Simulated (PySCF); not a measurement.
Magnetisability: SMILES FC[C@H]1C=C(F)C1, C5H6F2

Molfile (atoms numbered from 1):
```
C5H6F2
     RDKit          3D

 13 13  0  0  0  0  0  0  0  0999 V2000
   -2.1535   -1.2133    0.6429 F   0  0  0  0  0  0  0  0  0  0  0  0
   -1.5822    0.0030    0.3661 C   0  0  0  0  0  0  0  0  0  0  0  0
   -0.3277   -0.1555   -0.4967 C   0  0  1  0  0  0  0  0  0  0  0  0
    0.0429   -1.5788   -0.8756 C   0  0  0  0  0  0  0  0  0  0  0  0
   -0.1105   -1.3325   -2.1677 C   0  0  0  0  0  0  0  0  0  0  0  0
    0.0469   -2.0551   -3.2774 F   0  0  0  0  0  0  0  0  0  0  0  0
   -0.5039    0.1036   -2.0257 C   0  0  0  0  0  0  0  0  0  0  0  0
   -1.3455    0.4498    1.3373 H   0  0  0  0  0  0  0  0  0  0  0  0
   -2.3487    0.6019   -0.1355 H   0  0  0  0  0  0  0  0  0  0  0  0
    0.4972    0.4118   -0.0644 H   0  0  0  0  0  0  0  0  0  0  0  0
    0.3062   -2.4293   -0.2804 H   0  0  0  0  0  0  0  0  0  0  0  0
    0.1875    0.8259   -2.4570 H   0  0  0  0  0  0  0  0  0  0  0  0
   -1.5191    0.3396   -2.3386 H   0  0  0  0  0  0  0  0  0  0  0  0
  1  2  1  0
  2  3  1  0
  3  4  1  0
  4  5  2  0
  5  6  1  0
  5  7  1  0
  7  3  1  0
  2  8  1  0
  2  9  1  0
  3 10  1  1
  4 11  1  0
  7 12  1  0
  7 13  1  0
M  END
```

Computed with GIAO HF/pcSseg-1 magnetisability, rotational g tensor and spin-rotation constants, non-relativistic, gas phase in PySCF 2.14.0. Geometry: GFN2-xTB, dihedral held. The dihedral F1–C2–C3–C4 is held at 0°.

Q: How diamagnetic is it, and how anisotropic?

A: Isotropic -958 × 10⁻³⁰ J/T², or -57.7 × 10⁻⁶ cm³/mol; principal values -1008, -936, -931 × 10⁻³⁰ J/T², anisotropy 75 × 10⁻³⁰ J/T² (root of half the summed squared differences of the principal values). The susceptibility is in cgs units.

Q: Split it along the inertial axes a, b, c into diamagnetic and paramagnetic parts about the centre of mass, with the quadrupole moment.

A: 
```tsv
axis	χ (10⁻⁶ cm³/mol)	diamagnetic (10⁻⁶ cm³/mol)	paramagnetic (10⁻⁶ cm³/mol)	summed x² of all electrons (Å²)	quadrupole Θ (D Å)
a	-57.1	-290.5	233.4	153.0	-6.24
b	-59.0	-753.9	694.9	43.8	+2.56
c	-57.0	-835.1	778.1	24.7	+3.69
```
Anisotropies 2χaa − χbb − χcc = +1.8 and 2χbb − χaa − χcc = -3.8 × 10⁻⁶ cm³/mol. Θ is traceless in Buckingham's convention.

Q: And the rotational g tensor?

A: 
```csv
axis,rotational constant (GHz),g,nuclear part,electronic part
a,5.8422,-0.0352,0.6055,-0.6407
b,1.6307,-0.0124,0.5200,-0.5324
c,1.4645,-0.0129,0.5224,-0.5353
```
Asymmetric top; isotopes 12C, 19F, 1H; no vibrational averaging.
